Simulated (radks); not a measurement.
Values are calculated unless marked as measured or tabulated.
Sb3+, 48 electrons, occupied as [Kr] 4d10 5s2.

Code: a radial shooting solver on a logarithmic mesh with Libxc functionals. Model: Dirac Kohn-Sham, PBEsol, spin-unpolarised, spherical densities, point nucleus.

Energy parts (hartree):
| part | energy |
|---|---|
| total | -6478.87660 |
| kinetic | 6836.60710 |
| electron-nucleus | -15683.93669 |
| Hartree | 2535.38849 |
| exchange-correlation | -166.93551 |

Orbitals (lengths in bohr, moments of r in powers of bohr):
| orbital | occ. | eigenvalue (hartree) | <1/r> |
|---|---|---|---|
| 1s1/2 | 2 | -1113.487 | 54.31 |
| 2s1/2 | 2 | -170.3240 | 12.62 |
| 2p1/2 | 2 | -159.4366 | 12.60 |
| 2p3/2 | 4 | -150.1894 | 11.70 |
| 3s1/2 | 2 | -34.26197 | 4.474 |
| 3p1/2 | 2 | -29.81127 | 4.384 |
| 3p3/2 | 4 | -28.10502 | 4.162 |
| 3d3/2 | 4 | -20.23948 | 4.012 |
| 3d5/2 | 6 | -19.88473 | 3.955 |
| 4s1/2 | 2 | -6.54221 | 1.772 |
| 4p1/2 | 2 | -5.03595 | 1.658 |
| 4p3/2 | 4 | -4.71883 | 1.586 |
| 4d3/2 | 4 | -2.33354 | 1.314 |
| 4d5/2 | 6 | -2.28718 | 1.296 |
| 5s1/2 | 2 | -1.43213 | 0.6457 |

The highest occupied level is 5s1/2 at -38.970 eV. The density falls to 0.001 e/bohr^3 at r = 3.44 bohr. For comparison, the ionisation energy in NIST's Atomic Spectra Database is 43.80 eV (measured). In exact Kohn-Sham theory the highest level is minus the ionisation energy, but local and semilocal functionals leave it too shallow, through self-interaction and a potential that decays too fast; potentials with the right tail come closer. Summed over all electrons, <r^2> = 29.97 bohr^2, which gives a Langevin (diamagnetic) susceptibility term of -23.7 x 10^-6 cm^3/mol.
